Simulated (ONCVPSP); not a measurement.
**Logarithmic derivatives: Be (Z = 4), ONCV**

beryllium (Be), optimised norm-conserving Vanderbilt (ONCV), made with ONCVPSP 4.0.1 (PBE, scalar-relativistic). Core none, reference 1s2 2s2. Waves: 1s+2s: rc 0.65 bohr, ncon 4, nbas 7, qcut 16.2 1/bohr, 2 projectors; p scattering state at 0.28 Ha: rc 0.60 bohr, ncon 4, nbas 8, qcut 14.3 1/bohr, 2 projectors, debl 2.6 Ha. Local part: polynomial inside 0.60 bohr (lpopt 4, dvloc0 -1 Ha). Core correction: none.

The phase is arctan(r·R′/R) of the radial function R(r), unwrapped; energies in Ha, scanned from -5 to 5 Ha. A pole is an energy at which the radial function vanishes at the test radius. The pseudo phase is shifted by a multiple of π to meet the all-electron one at the reference energy, and phase errors are pseudo minus all-electron; the curves can meet again beyond the range given. Levels narrower than the energy grid can be missing from the lists of poles.

| channel | radius (bohr) | reference energy (Ha) | poles, all-electron | poles, pseudo | unbroken range about the reference energy with phases within 0.05 rad | phase error 1 Ha above the reference energy (rad) |
| --- | --- | --- | --- | --- | --- | --- |
| s | 0.66 | -0.21 | -1.37 | -1.37 | the whole range | +0.000 |
| p | 0.61 | 0.28 | none | none | the whole range | -0.000 |

Phases in the s channel:

```json
{"E (Ha)": "-4.96", "all-electron": "-0.812", "pseudo": "-0.812"}
{"E (Ha)": "-4.72", "all-electron": "-0.906", "pseudo": "-0.906"}
{"E (Ha)": "-4.48", "all-electron": "-0.991", "pseudo": "-0.991"}
{"E (Ha)": "-4.24", "all-electron": "-1.067", "pseudo": "-1.067"}
{"E (Ha)": "-4.00", "all-electron": "-1.135", "pseudo": "-1.135"}
{"E (Ha)": "-3.76", "all-electron": "-1.196", "pseudo": "-1.196"}
{"E (Ha)": "-3.52", "all-electron": "-1.250", "pseudo": "-1.250"}
{"E (Ha)": "-3.28", "all-electron": "-1.300", "pseudo": "-1.300"}
{"E (Ha)": "-3.04", "all-electron": "-1.345", "pseudo": "-1.345"}
{"E (Ha)": "-2.80", "all-electron": "-1.385", "pseudo": "-1.385"}
{"E (Ha)": "-2.56", "all-electron": "-1.423", "pseudo": "-1.423"}
{"E (Ha)": "-2.32", "all-electron": "-1.457", "pseudo": "-1.457"}
{"E (Ha)": "-2.08", "all-electron": "-1.489", "pseudo": "-1.489"}
{"E (Ha)": "-1.84", "all-electron": "-1.518", "pseudo": "-1.518"}
{"E (Ha)": "-1.60", "all-electron": "-1.546", "pseudo": "-1.546"}
{"E (Ha)": "-1.36", "all-electron": "-1.572", "pseudo": "-1.572"}
{"E (Ha)": "-1.12", "all-electron": "-1.597", "pseudo": "-1.597"}
{"E (Ha)": "-0.88", "all-electron": "-1.620", "pseudo": "-1.620"}
{"E (Ha)": "-0.64", "all-electron": "-1.643", "pseudo": "-1.643"}
{"E (Ha)": "-0.40", "all-electron": "-1.665", "pseudo": "-1.665"}
{"E (Ha)": "-0.16", "all-electron": "-1.686", "pseudo": "-1.686"}
{"E (Ha)": "0.08", "all-electron": "-1.707", "pseudo": "-1.707"}
{"E (Ha)": "0.32", "all-electron": "-1.727", "pseudo": "-1.727"}
{"E (Ha)": "0.56", "all-electron": "-1.747", "pseudo": "-1.747"}
{"E (Ha)": "0.80", "all-electron": "-1.766", "pseudo": "-1.766"}
{"E (Ha)": "1.04", "all-electron": "-1.786", "pseudo": "-1.786"}
{"E (Ha)": "1.28", "all-electron": "-1.805", "pseudo": "-1.805"}
{"E (Ha)": "1.52", "all-electron": "-1.825", "pseudo": "-1.825"}
{"E (Ha)": "1.76", "all-electron": "-1.845", "pseudo": "-1.845"}
{"E (Ha)": "2.00", "all-electron": "-1.865", "pseudo": "-1.865"}
{"E (Ha)": "2.24", "all-electron": "-1.885", "pseudo": "-1.885"}
{"E (Ha)": "2.48", "all-electron": "-1.906", "pseudo": "-1.906"}
{"E (Ha)": "2.72", "all-electron": "-1.928", "pseudo": "-1.928"}
{"E (Ha)": "2.96", "all-electron": "-1.950", "pseudo": "-1.950"}
{"E (Ha)": "3.20", "all-electron": "-1.973", "pseudo": "-1.973"}
{"E (Ha)": "3.44", "all-electron": "-1.997", "pseudo": "-1.996"}
{"E (Ha)": "3.68", "all-electron": "-2.022", "pseudo": "-2.021"}
{"E (Ha)": "3.92", "all-electron": "-2.047", "pseudo": "-2.047"}
{"E (Ha)": "4.16", "all-electron": "-2.075", "pseudo": "-2.075"}
{"E (Ha)": "4.40", "all-electron": "-2.104", "pseudo": "-2.103"}
{"E (Ha)": "4.64", "all-electron": "-2.134", "pseudo": "-2.134"}
{"E (Ha)": "4.88", "all-electron": "-2.167", "pseudo": "-2.166"}
```
